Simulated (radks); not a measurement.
Sr+, configuration [Kr] 5s1 (the NIST ground configuration).

Method: scalar-relativistic Kohn-Sham, PBE, spin-unpolarised, spherical densities, finite nucleus; Fermi nuclear charge, rms radius 4.224 fm; computed with a radial shooting solver on a logarithmic mesh with Libxc functionals.

Energy parts (hartree):
part                       energy
total                 -3179.24499
kinetic                3260.21256
electron-nucleus      -7647.99281
Hartree                1313.30884
exchange-correlation   -104.77358

Orbitals (lengths in bohr, moments of r in powers of bohr; r(90%) holds 90 % of the orbital's charge):
orbital  occ.  eigenvalue (hartree)     <r^2>       <r^4>  r(90%)   <1/r>
1s          2             -585.9123  0.002067  0.00001103  0.0701   38.99
2s          2             -79.54065   0.03507    0.002122   0.267   8.703
2p          6             -70.70262   0.02766    0.001528   0.245   8.497
3s          2             -12.50147    0.2779      0.1212   0.730   2.917
3p          6              -9.64899    0.2901      0.1399   0.757   2.762
3d         10              -4.93994    0.3027      0.1872   0.808   2.507
4s          2              -1.73571     2.088       6.738    1.99  0.9905
4p          6              -1.06993     2.805       12.89    2.34  0.8500
5s          1              -0.30679     17.13       442.8    5.68  0.3272

The highest occupied level is 5s at -8.348 eV. The electron density at the nucleus is 6.198e+04 e/bohr^3 (large components only). Summed over all electrons, <r^2> = 43.70 bohr^2, which gives a Langevin (diamagnetic) susceptibility term of -34.6 x 10^-6 cm^3/mol.
